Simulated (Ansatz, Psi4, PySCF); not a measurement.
C2H7N, triplet, at the geometry of the source list (a higher spin typed on purpose: for a closed-shell molecule this is an excited state) (in this run its highest filled SCF level lies above zero, so its values depend strongly on the basis, on diffuse functions most of all), atoms displaced at random by about 0.03 Å a coordinate. Base run: HF/STO-3G, gradient (PySCF).

PySCF was given this input:
```python
from pyscf import gto, scf

mol = gto.M(
    atom='''
C     1.18303130    0.22285328    0.13133279
N    -0.03978802    0.22796281   -0.66812601
C    -1.22039849   -0.04534710    0.05585003
H     1.35266464   -0.73356346    0.66421845
H     1.10010328    0.95440413    0.93397724
H     2.05779682    0.44412881   -0.50881603
H     0.07776538   -0.47774723   -1.48684558
H    -1.16074732   -1.04586519    0.61034322
H    -2.04291606   -0.06163019   -0.52309584
H    -1.36511075    0.73554804    0.83593722
''',
    basis='sto-3g',
    spin=2,
    verbose=4,
)

mf = scf.UHF(mol)
mf.kernel()
g = mf.nuc_grad_method()
grad = g.kernel()
```

Programs used: Ansatz (an electronic-structure program), Psi4, PySCF; a row that names a program was run with it.

The coordinate followed is x of atom 2.

Each row names what was changed in the base input (with any setting that the change needs).

| change | dE/dx (Eh/bohr) | net force (Eh/bohr) |
|---|---|---|
| base | -0.002261 | 0.000000 |
| conv_tol = 1e-6 | -0.002265 | 0.000000 |
| finite difference step (bohr) = 1e-5; conv_tol = 1e-11 | -0.002261 | - |
| code = ansatz | -0.002260 | 0.000000 |
| finite difference step (bohr) = 1e-3; conv_tol = 1e-11 | -0.002260 | - |
| code = psi4 | -0.002260 | 0.000000 |
| density fitting = on | -0.002260 | 0.000000 |
| conv_tol = 1e-4 | -0.002535 | 0.000000 |
| finite difference step (bohr) = 1e-4; conv_tol = 1e-11 | -0.002260 | - |
| density fitting = on; auxbasis_response = off | -0.002203 | 0.000106 |
| conv_tol = 1e-11 | -0.002261 | 0.000000 |
| finite difference step (bohr) = 0.2; conv_tol = 1e-11 | -0.003350 | - |

The net force is zero for an exact gradient.

Open shells are given as the SCF converged; they aren't shown to be the lowest states, and a large step between rows can be another state.
